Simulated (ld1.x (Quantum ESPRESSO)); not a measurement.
# holmium (Ho), PAW: configuration errors across variants

* Element: Ho (Z = 67)
* Generator: ld1.x (Quantum ESPRESSO) 7.5
* Type: PAW
* Functional: PBE
* Relativity: scalar-relativistic
* Frozen core: [Kr] 4d10 4f10
* Valence charge: 11
* Reference configuration: 5s2 5p6 5d1 6s1.5 6p0 (charge +0.5)
* Partial waves: 5s (bound): rcut 1.85, rcutus 2.05 bohr; 6s (bound): rcut 1.85, rcutus 2.05 bohr; 5p (bound): rcut 1.95, rcutus 2.05 bohr; 6p (bound, empty): rcut 1.95, rcutus 2.05 bohr; 5d (bound): rcut 3.00, rcutus 3.20 bohr; 5d channel at 1.75 Ry: rcut 3.00, rcutus 3.20 bohr
* Local potential: all-electron potential smoothed inside 3.05 bohr (lloc = -1)
* Core correction: a·sin(br)/r model core, default radius (ld1.x builds one for every PAW set, though the input has nlcc=.false.)
* Augmentation charge: PSQ, inside the norm-conserving radii

All-electron excitation energies from the reference (eV): (1) 5s2 5p6 5d1 6s2 6p0 -2.804; (2) 5s2 5p6 5d1 6s1 6p0 4.137; (3) 5s2 5p6 5d2 6s0 6p0 5.828; (4) 5s2 5p5 5d1 6s2 6p0 31.532; (5) 5s2 5p6 5d1.5 6s1.5 6p0 -1.696.

The default core radius of the base comes out at 0.98 bohr.

3 further variants failed, have other tests or too few solved ones, and are left out.

Errors AE − PS in meV (a dash: test not solved or not reliable):

```tsv
change	(1)	(2)	(3)	(4)	(5)	bound ghosts
base	+0.7	-0.5	-4.4	-221	-3.6	none
waves 5d (bound): rcut 2.16, rcutus 2.28 bohr; 5d channel at 1.75 Ry: rcut 2.16, rcutus 2.28 bohr	+0.2	+1.4	-0.2	-224	-2.7	none
core correction a·sin(br)/r model core inside 0.78 bohr	+0.3	-2.4	-9.3	-219	-3.9	none
```

Problem. Give the same row for: all radii but the core radius scaled by about 1.10 (s 2.26, p 2.26, d 3.54 bohr, rcut 2.04/2.16/3.32); local potential all-electron potential smoothed inside 3.36 bohr (lloc = -1).

Solution. –, –, –, –, –; bound ghosts: none.
